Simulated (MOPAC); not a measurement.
MOPAC input (PM6):

```
PM6 FORCE THERMO(298,298) PRECISE LET GEO-OK AUX(PRECISION=9) THREADS=1
F2I2Si

F    -0.09344614 1   -1.76492984 1    1.27013690 1
Si   -0.04075771 1   -0.81206851 1    0.01688545 1
F    -0.08630935 1   -1.81656517 1   -1.19564916 1
I    -1.96121227 1    0.49338152 1   -0.01600905 1
I     2.00077411 1    0.29485387 1   -0.00038445 1
```

From the output:

```
     I    5   0.207435   0.754677   0.207435   0.222656   1.173463

          HEAT OF FORMATION =    -192.100184 KCALS/MOLE

          ZERO POINT ENERGY       3.935 KCAL/MOL

           NORMAL COORDINATE ANALYSIS (Total motion = 1 Angstrom)

   Root No.       1         2         3         4         5         6         7         8

                 1 A1      1 A2      2 A1      1 B2      1 B1      3 A1      2 B2      4 A1

                  78.6     150.1     169.5     178.3     178.6     251.8     323.9     680.8

           1    0.1109   -0.0000   -0.0422    0.0000    0.2396   -0.2318   -0.0000    0.3375
           2   -0.1901    0.0000    0.3535    0.0000   -0.2071   -0.1795   -0.0000   -0.0214
           3   -0.0000   -0.4574   -0.0000    0.3722   -0.0000    0.0000   -0.1534   -0.0000
           4    0.1113   -0.0000   -0.0543   -0.0000    0.2237   -0.1941    0.0000   -0.1991
           5   -0.1400   -0.0000    0.0684    0.0000    0.1778    0.2442    0.0000    0.2505
           6   -0.0000    0.0000   -0.0000    0.0717   -0.0000    0.0000    0.6010    0.0000
           7    0.1602    0.0000   -0.3348   -0.0000   -0.1476    0.2272   -0.0000   -0.0553
           8   -0.1509   -0.0000    0.1209    0.0000    0.2802    0.1853   -0.0000   -0.3336
           9   -0.0000    0.4574   -0.0000    0.3722    0.0000    0.0000   -0.1534    0.0000
          10   -0.0326    0.0333    0.0342   -0.0413   -0.0316    0.0218   -0.0094    0.0009
          11    0.0410    0.0265   -0.0431    0.0519   -0.0252   -0.0275    0.0119   -0.0011
          12    0.1831   -0.0000    0.0839   -0.0637    0.0000    0.0368   -0.0435    0.0011
          13   -0.0326   -0.0333    0.0342    0.0413   -0.0316    0.0218    0.0094    0.0009
          14    0.0410   -0.0265   -0.0431   -0.0519   -0.0252   -0.0275   -0.0119   -0.0011
          15   -0.1831   -0.0000   -0.0839   -0.0637   -0.0000   -0.0368   -0.0435   -0.0011

   Root No.       9

                 2 B1

                 740.8

           1   -0.3207
           2   -0.0063
           3    0.0000
           4    0.2787
           5    0.2215
           6   -0.0000
           7   -0.0785
           8   -0.3110
           9    0.0000
          10   -0.0010
          11   -0.0008
          12    0.0000
          13   -0.0010
          14   -0.0008
          15    0.0000

           MASS-WEIGHTED COORDINATE ANALYSIS (NORMAL COORDINATES)

   Root No.       1         2         3         4         5         6         7         8

                 1 A1      1 A2      2 A1      1 B2      1 B1      3 A1      2 B2      4 A1

                  78.6     150.1     169.5     178.3     178.6     251.8     323.9     680.8

           1    0.1398   -0.0000   -0.0668   -0.0000    0.4090   -0.3916   -0.0000    0.5474
           2   -0.2398    0.0000    0.5594    0.0000   -0.3535   -0.3033   -0.0000   -0.0347
           3   -0.0000   -0.6875   -0.0000    0.5903    0.0000    0.0000   -0.1965   -0.0000
           4    0.1706   -0.0000   -0.1046   -0.0000    0.4644   -0.3987    0.0000   -0.3926
           5   -0.2146   -0.0000    0.1316   -0.0000    0.3691    0.5016    0.0000    0.4940
           6   -0.0000    0.0000   -0.0000    0.1384    0.0000    0.0000    0.9360    0.0000
           7    0.2020    0.0000   -0.5299   -0.0000   -0.2520    0.3839   -0.0000   -0.0897
           8   -0.1903   -0.0000    0.1913   -0.0000    0.4783    0.3131   -0.0000   -0.5411
           9   -0.0000    0.6875   -0.0000    0.5903    0.0000    0.0000   -0.1965    0.0000
          10   -0.1063    0.1295    0.1400   -0.1691   -0.1396    0.0953   -0.0312    0.0038
          11    0.1337    0.1029   -0.1762    0.2128   -0.1110   -0.1199    0.0393   -0.0048
          12    0.5968   -0.0000    0.3433   -0.2609    0.0000    0.1608   -0.1441    0.0046
          13   -0.1063   -0.1295    0.1400    0.1691   -0.1396    0.0953    0.0312    0.0038
          14    0.1337   -0.1029   -0.1762   -0.2128   -0.1110   -0.1199   -0.0393   -0.0048
          15   -0.5968   -0.0000   -0.3433   -0.2609   -0.0000   -0.1608   -0.1441   -0.0046

   Root No.       9

                 2 B1

                 740.8

           1   -0.5115
           2   -0.0100
           3    0.0000
           4    0.5404
           5    0.4295
           6   -0.0000
           7   -0.1252
           8   -0.4960
           9    0.0000
          10   -0.0040
          11   -0.0031
          12    0.0000
          13   -0.0040
          14   -0.0031
          15    0.0000

          DESCRIPTION OF VIBRATIONS

 VIBRATION          1    1A1         ATOM PAIR     ENERGY CONTRIBUTION    RADIAL
 FREQUENCY            78.60         Si2 -- I 4         +27.8% (166.2%)     14.0%
 TRANSITION DIPOLE   0.0977         Si2 -- I 5         +27.8% (166.2%)     14.0%
 TRAVEL (Ang.)       0.1501         F 1 -- Si2         +15.7% (124.8%)     60.1%
 REDUCED MASS       38.0813         Si2 -- F 3         +15.7% (124.8%)     60.1%
 EFFECTIVE MASS    126.8294         I 4 -- I 5         +13.2% (114.5%)    100.0%
 FORCE CONSTANT      0.1386

 VIBRATION          2    1A2         ATOM PAIR     ENERGY CONTRIBUTION    RADIAL
 FREQUENCY           150.05         Si2 -- F 3         +49.7% ( 73.6%)      0.0%
 TRANSITION DIPOLE   0.0000         F 1 -- Si2         +49.7% ( 73.6%)      0.0%
 TRAVEL (Ang.)       0.2276         I 4 -- I 5          +0.3% (  5.5%)      0.0%
 REDUCED MASS        8.6783         Si2 -- I 4          +0.2% (  4.5%)      0.0%
 EFFECTIVE MASS     22.4280
 FORCE CONSTANT      0.1151

 VIBRATION          3    2A1         ATOM PAIR     ENERGY CONTRIBUTION    RADIAL
 FREQUENCY           169.53         Si2 -- I 4         +25.4% ( 59.8%)     90.9%
 TRANSITION DIPOLE   0.0894         Si2 -- I 5         +25.4% ( 59.8%)     90.9%
 TRAVEL (Ang.)       0.1897         Si2 -- F 3         +17.2% ( 49.2%)      0.8%
 REDUCED MASS       11.0574         F 1 -- Si2         +17.2% ( 49.2%)      0.8%
 EFFECTIVE MASS     50.4400         I 4 -- I 5         +14.8% ( 45.7%)    100.0%
 FORCE CONSTANT      0.1872

 VIBRATION          4    1B2         ATOM PAIR     ENERGY CONTRIBUTION    RADIAL
 FREQUENCY           178.30         F 1 -- Si2         +26.3% ( 50.2%)      0.0%
 TRANSITION DIPOLE   0.4302         Si2 -- F 3         +26.3% ( 50.2%)      0.0%
 TRAVEL (Ang.)       0.1971         Si2 -- I 5         +17.8% ( 41.3%)     99.7%
 REDUCED MASS        9.7391         Si2 -- I 4         +17.8% ( 41.3%)     99.7%
 EFFECTIVE MASS     42.4351         I 4 -- I 5         +12.0% ( 34.0%)      0.0%
 FORCE CONSTANT      0.1824

 VIBRATION          5    1B1         ATOM PAIR     ENERGY CONTRIBUTION    RADIAL
 FREQUENCY           178.62         Si2 -- I 4         +30.2% (174.5%)      0.0%
 TRANSITION DIPOLE   0.9594         Si2 -- I 5         +30.2% (174.5%)      0.0%
 TRAVEL (Ang.)       0.2326         F 1 -- Si2         +19.8% (141.2%)      0.6%
 REDUCED MASS        6.9800         Si2 -- F 3         +19.8% (141.2%)      0.6%
 EFFECTIVE MASS     29.0232
 FORCE CONSTANT      0.1312

 VIBRATION          6    3A1         ATOM PAIR     ENERGY CONTRIBUTION    RADIAL
 FREQUENCY           251.78         Si2 -- I 4         +28.4% (120.0%)     46.2%
 TRANSITION DIPOLE   2.0456         Si2 -- I 5         +28.4% (120.0%)     46.2%
 TRAVEL (Ang.)       0.1872         F 1 -- Si2         +21.4% (104.2%)      0.0%
 REDUCED MASS        7.6397         Si2 -- F 3         +21.4% (104.2%)      0.0%
 EFFECTIVE MASS     31.5107
 FORCE CONSTANT      0.2854

 VIBRATION          7    2B2         ATOM PAIR     ENERGY CONTRIBUTION    RADIAL
 FREQUENCY           323.91         Si2 -- F 3         +25.3% ( 91.7%)      0.0%
```
